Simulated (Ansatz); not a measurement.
The first iterations of a band of CH$_{2}$BO$_{2}$ (6 atoms, charge -1, multiplicity 1).

Method: RKS LDA/def2-SVP in Ansatz.

| Quantity | Value |
| --- | --- |
| movable images | 5 |
| climbing image | yes |
| spring | 5.0 eV/Å² |
| optimiser | quadratic models (default) |
| start path | through a guess of the saddle point |
| force threshold | 0.05 eV/Å |
| iteration limit | 60 |
| end points | relaxed |

Image 0:

```xyz
6
Properties=species:S:1:pos:R:3
O -0.566 0.741 -1.095
C -0.742 0.091 0.062
B 0.604 -0.343 0.718
O 0.896 -1.510 0.224
H -1.433 0.760 -1.558
H 1.241 0.261 1.649
```

Image 6:

```xyz
6
Properties=species:S:1:pos:R:3
O -1.063 0.613 -0.974
C -0.712 1.042 0.193
B 0.447 -0.126 0.587
O 0.564 -0.999 -0.385
H -0.355 -0.341 -1.058
H 1.119 -0.188 1.638
```

| iteration | highest image above the first end (eV) | largest band force component (eV/Å) |
| --- | --- | --- |
| 1 | 107.016 | 680.601 |
| 2 | 96.370 | 524.366 |
| 3 | 88.902 | 347.483 |
| 4 | 60.591 | 149.586 |
| 5 | 28.997 | 112.227 |
| 6 | 15.717 | 75.141 |
| 7 | 12.291 | 57.038 |
| 8 | 3.384 | 11.173 |
| 9 | 2.848 | 6.914 |
| 10 | 2.663 | 7.406 |

Problem. Does the band converge within its limit, and where does its top end?

Solution. The forces met the threshold. It ended after 32 iterations with the highest image 0.646 eV above the first end. A vibrational analysis at the climbing image gives one clearly imaginary mode, 527i cm⁻¹: a first-order saddle point. Limits of this set-up: an anion without diffuse functions, the dipole of an ion depends on the origin.

Run time: 110 s on 1 thread of Arm Neoverse V2 (shared host), peak memory 0.23 GiB.
